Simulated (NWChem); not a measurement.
Everything below was run with NWChem. System: F$_{2}$Si, charge 0, spin multiplicity 1, at a geometry optimised with PBE0/def2-SVP. The structure started from a generated list of species. Level: CR-EOMCCSD(T)/def2-SVPD, 7 core orbitals frozen.

The NWChem input:

```
start mol
memory heap 100 mb stack 700 mb global 1900 mb
geometry units angstroms nocenter noautoz
  Si     0.000000     0.000000    -0.588083
  F     -1.246491     0.000000     0.457398
  F      1.246491     0.000000     0.457398
  symmetry group C2v
end
basis spherical
  * library def2-svpd
end
scf
  rhf
  nopen 0
  maxiter 100
  thresh 1e-7
  semidirect memsize 60000000 filesize 0
end
tce
  freeze core 7
  creomsd(t)
  nroots 1
  2eorb
  2emet 13
  thresh 1e-5
  maxiter 200
  tilesize 24
end
task tce energy
```

Part of the output:

```
             Northwest Computational Chemistry Package (NWChem) 7.3.0
             --------------------------------------------------------

                                NWChem Input Module
                                -------------------

 Scaling coordinates for geometry "geometry" by  1.889725989
 (inverse scale =  0.529177249)

 Turning off AUTOSYM since
 SYMMETRY directive was detected!

                             Geometry "geometry" -> ""
                             -------------------------

 Output coordinates in angstroms (scale by  1.889725989 to convert to a.u.)

  No.       Tag          Charge          X              Y              Z
 ---- ---------------- ---------- -------------- -------------- --------------
    1 Si                  14.0000     0.00000000     0.00000000    -0.58808300
    2 F                    9.0000    -1.24649100     0.00000000     0.45739800
    3 F                    9.0000     1.24649100     0.00000000     0.45739800

 Effective nuclear repulsion energy (a.u.)      99.1614648170

            Nuclear Dipole moment (a.u.)
            ----------------------------
        X                 Y               Z
 ---------------- ---------------- ----------------
     0.0000000000     0.0000000000     0.0000037795

      Symmetry information
      --------------------

 Group name             C2v
 Group number             16
 Group order               4
 No. of unique centers     2

      Symmetry unique atoms

     1    2


 Summary of "ao basis" -> "" (spherical)
 ------------------------------------------------------------------------------
       Tag                 Description            Shells   Functions and Types
 ---------------- ------------------------------  ------  ---------------------
 *                         def2-svpd                  on all atoms

 Summary of "ao basis" -> "ao basis" (spherical)
 ------------------------------------------------------------------------------
       Tag                 Description            Shells   Functions and Types
 ---------------- ------------------------------  ------  ---------------------
[...]
corresponding R0 value =     0.000000

CR-EOMCCSD(T) Intermediates cpu wall time             1.4            1.4
 creom_N i2_1 nr of boxes                   168
 creom_N i2_2 nr of boxes                   168
 creom_N i2_3 nr of boxes                   168
 creom_N i2_4 nr of boxes                   168

CR-EOMCCSD(T) triples loop cpu wall             2.9            2.9

 CR-EOMCCSD(T)  total energy / hartree       =      -487.844334037343003
 CR-EOMCCSD(T)  excitation energy (eV)       =      8.16200

 =========================================
 Excited-state calculation ( b2  symmetry)
 =========================================
 Dim. of EOMCC iter. space      500

 EOMCCSD SOLVER TYPE  1
  maxdiff =   0.44750075762571484

 No. of initial right vectors    1

 EOM-CCSD right-hand side iterations
 --------------------------------------------------------------
      Residuum       Omega / hartree  Omega / eV    Cpu    Wall
 --------------------------------------------------------------

 Iteration   1 using    1 trial vectors
   0.4872421629391   0.3036497675812    8.26273     0.7     0.7

 Iteration   2 using    2 trial vectors
   0.1503157324275   0.2271696764730    6.18160     0.5     0.5

 Iteration   3 using    3 trial vectors
   0.0740337399416   0.2167008219533    5.89673     0.5     0.5

 Iteration   4 using    4 trial vectors
   0.0397818260296   0.2129010650661    5.79334     0.5     0.5

 Iteration   5 using    5 trial vectors
   0.0162379958039   0.2117237707864    5.76130     0.5     0.5

 Iteration   6 using    6 trial vectors
   0.0072624453060   0.2114828543803    5.75474     0.5     0.5

 Iteration   7 using    7 trial vectors
   0.0034734565991   0.2114238914981    5.75314     0.5     0.5

 Iteration   8 using    8 trial vectors
   0.0018101046524   0.2114035258765    5.75259     0.5     0.5

 Iteration   9 using    9 trial vectors
   0.0010226941937   0.2114009969222    5.75252     0.5     0.5

 Iteration  10 using   10 trial vectors
   0.0004742323628   0.2114017879939    5.75254     0.5     0.5

 Iteration  11 using   11 trial vectors
   0.0001867305949   0.2114027379451    5.75256     0.6     0.6

 Iteration  12 using   12 trial vectors
   0.0000675214426   0.2114025787802    5.75256     0.5     0.5

 Iteration  13 using   13 trial vectors
   0.0000274116240   0.2114025894104    5.75256     0.5     0.5

 Iteration  14 using   14 trial vectors
   0.0000116817473   0.2114024963724    5.75256     0.5     0.5

 Iteration  15 using   15 trial vectors
   0.0000049301394   0.2114024018225    5.75255     0.5     0.5
 --------------------------------------------------------------
 Iterations converged
 ------------------

 Excited state root  1
 Excitation energy / hartree =        0.211402401822521
                   / eV      =        5.752554492483988
 largest EOMCCSD amplitudes: R1 and R2

 Singles contributions
    17b2  (alpha) ---    10a1  (alpha)        0.1038523303
    17b2  (alpha) ---    16a1  (alpha)       -0.8996161392
    23b2  (alpha) ---    16a1  (alpha)       -0.1442340875

 Doubles contributions
    20a1  (alpha)    17b2  (beta ) ---    16a1  (alpha)    16a1  (beta )        0.1152622500
    17b2  (alpha)    20a1  (beta ) ---    16a1  (alpha)    16a1  (beta )        0.1152622500
======= CR-EOMCCSD(T) calculation ======
corresponding R0 value =     0.000000

CR-EOMCCSD(T) Intermediates cpu wall time             1.2            1.2
 creom_N i2_1 nr of boxes                   168
 creom_N i2_2 nr of boxes                   168
 creom_N i2_3 nr of boxes                   168
 creom_N i2_4 nr of boxes                   168

CR-EOMCCSD(T) triples loop cpu wall             2.5            2.5

 CR-EOMCCSD(T)  total energy / hartree       =      -487.936830474237468
 CR-EOMCCSD(T)  excitation energy (eV)       =      5.64504

 Task  times  cpu:       75.1s     wall:       75.1s

 Total times  cpu:       75.1s     wall:       75.1s
```
